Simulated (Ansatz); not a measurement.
LiBF$_{3}$ (charge +1), closed shell: harmonic vibrations of a pair.

The input file, in.yaml:

```yaml
crystal:
  periodic: [false, false, false]
  atoms:
    - {symbol: Li, position_ang: [-0.016556, -0.161298, -2.505736]}
    - {symbol: F, position_ang: [-0.004598, -0.046539, -0.690698]}
    - {symbol: B, position_ang: [0.004533, 0.043909, 0.680830]}
    - {symbol: F, position_ang: [0.015172, -1.066081, 1.333532]}
    - {symbol: F, position_ang: [0.001449, 1.230108, 1.182071]}
basis:
  gaussian: {orbitals: def2-TZVP}
total_charge: 1
hamiltonian: {xc: pbe0, dispersion: d4}
phonons: {temperatures: {t_min: 298.15, t_max: 900, t_step: 200}}
```

Command:

```bash
ansatz run in.yaml --threads 2 --pin off --events-out ev --progress --plain --max-ram 5222MiB
```

Output of Ansatz 0.2.0:

```
Functional definition: PBE0
  name "PBE0"
  cite "Adamo & Barone, J. Chem. Phys. 110, 6158 (1999) doi:10.1063/1.478522"
  cite "Perdew, Burke & Ernzerhof, Phys. Rev. Lett. 77, 3865 (1996) doi:10.1103/PhysRevLett.77.3865"
  parent pbe
  parameter a = 0.25
  parameter kappa = 0.804
  parameter beta = 0.06672455060314922
  exchange = (1 - a)*pbe_x(kappa = kappa, mu = beta*pi^2/3) + a*exact_x
  correlation = pbe_c(beta = beta)
766 factors; their error is unknown
mean field evaluation 1: about -9015.1701 eV, gradient 9.1e1 eV
mean field evaluation 2: about -9006.9856 eV, gradient 1.2e2 eV
mean field evaluation 4: about -9025.3575 eV, gradient 1.7e0 eV
mean field evaluation 8: about -9025.3997 eV, gradient 2.0e-2 eV
mean field -9025.39965673 eV, -331.6773197494 hartree, gradient 7.7e-5 eV, S^2 0.000000; 0 other end points of the search recorded, 0 dependent functions left out
the calculation of the forces begins
reference -9025.39968863 eV, -331.6773209215 hartree; 17, 17 occupied and 121, 121 virtual orbitals, 766 factors
these checks for a lower state are left out or cut short: stability, starts, cluster_reference, orbital_swaps, neighbouring_geometries, increment
766 factors; their error is unknown
mean field evaluation 16: about -9025.3997 eV, gradient 1.8e-2 eV
Total energy: -9025.44722128 eV, -331.6790677144 hartree
Atom 0 at    -0.016556    -0.161298    -2.505736 Å, force    -0.000019    -0.000175     0.000058 eV/Å
Atom 1 at    -0.004598    -0.046539    -0.690698 Å, force     0.000237     0.000297    -0.000120 eV/Å
Atom 2 at     0.004533     0.043909     0.680830 Å, force    -0.000674     0.000017     0.000235 eV/Å
Atom 3 at     0.015172    -1.066081     1.333532 Å, force     0.000226     0.000158    -0.000135 eV/Å
Atom 4 at     0.001449     1.230108     1.182071 Å, force     0.000230    -0.000298    -0.000038 eV/Å
Dipole moment:    -0.015753    -0.153801    -2.392053 e Å
Vibrations: 49.79 97.34 371.24 456.04 518.18 663.49 871.77 1325.36 1626.12 cm⁻¹, zero-point energy 0.370671 eV

[the SCF lines of later steps are left out]
```

The run took about 39 s on 2 CPU threads of an Intel Xeon Platinum 8259CL (shared host).
